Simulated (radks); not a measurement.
Removal energies from the ruthenium ion Ru6+, [Kr] 4d2, by Delta-SCF beside the eigenvalue of the level emptied. Method: non-relativistic Kohn-Sham, PBE, spin-polarised, spherical densities, point nucleus; computed with a radial shooting solver on a logarithmic mesh with Libxc functionals. Open shells are filled with parallel spins first.

removed from    final configuration  Delta-SCF (eV)  -eigenvalue (eV)
4d                         [Kr] 4d1          94.466            85.920
4p            [Ar] 3d10 4s2 4p5 4d2          138.25            128.83
4s            [Ar] 3d10 4s1 4p6 4d2          166.29            156.43
3d             [Ar] 3d9 4s2 4p6 4d2          390.68            368.80
